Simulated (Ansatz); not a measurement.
Reaction (substitution at a C–S bond): `SC[S][GeH3]` + H–F → `FCS` + `[SH][GeH3]`

Computed with Ansatz on PBE0-D4/def2-TZVP structures; ΔE is electronic, products minus reactants. CCSD(T)/CBS adds triple-zeta CCSD(T) − MP2 to the extrapolated MP2 energy (def2 sets, frozen cores). This one scheme is used for every species. DFT in def2-TZVPP. For Ge outer-core shells are correlated without core-valence functions, which leaves a few kJ/mol of doubt a bond. Scalar relativity is left out up to krypton. One conformer a species, not always the lowest.

CCSD(T)/CBS gives +36.3 kJ/mol.

(1) Another level gave +28.1 kJ/mol. Which?
A. CCSD(T)/def2-TZVPP
B. MP2/def2-TZVPP
C. CCSD/def2-TZVPP
D. ωB97X-V/def2-TZVPP

Largest T1 diagnostic among the species: 0.011.

Results:

(1) A. CCSD(T)/def2-TZVPP 28.1, CCSD/def2-TZVPP 23.5, ωB97X-V 16.7, MP2/def2-TZVPP 42.5 kJ/mol.

In def2-TZVPP, CCSD(T) changes the Hartree–Fock value by +30.7 kJ/mol (the triples alone add +4.6 kJ/mol) and MP2 by +45.1 kJ/mol. The D4 term adds +16.0 kJ/mol with B3LYP and +8.6 kJ/mol with PBE0; it sums over pairs of atoms, weighted by their polarisabilities, and B3LYP, whose exchange is more repulsive, gets the larger term.

B3LYP here is the variant with VWN-RPA as its local correlation; programs differ in this.
